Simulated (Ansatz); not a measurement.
Basis-set extrapolation for C₂H₉NSSi, SMILES `CN[SiH](C)S` (PBE0-D4/def2-TZVP geometry, frozen core, the Gaussian-basis code of Ansatz). Multiplicity 1, RHF reference.

```csv
,def2-TZVPP,def2-QZVPP
HF,-822.033461,-822.060631
MP2 correlation,-0.871027,-0.934058
CCSD(T) correlation,-0.970614,not run
```

Energies in hartree. Use E(X) = E(∞) + A·exp(−7.88·√X) for Hartree–Fock and E(X) = E(∞) + B·X^(−2.97) for correlation, with X = 3 and 4, and add CCSD(T) minus MP2 of the smaller set to the MP2 limit.

Problem. What is the CCSD(T) energy at the basis-set limit?

Solution. HF limit: -822.060631 + (-0.027170) × 0.13774 = -822.06437. MP2 limit: -0.934058 + (-0.063031) × 0.74074 = -0.98075. Higher-order term: -0.970614 − (-0.871027) = -0.09959. Total: -823.14471 hartree, 3.83 eV below CCSD(T)/def2-TZVPP.
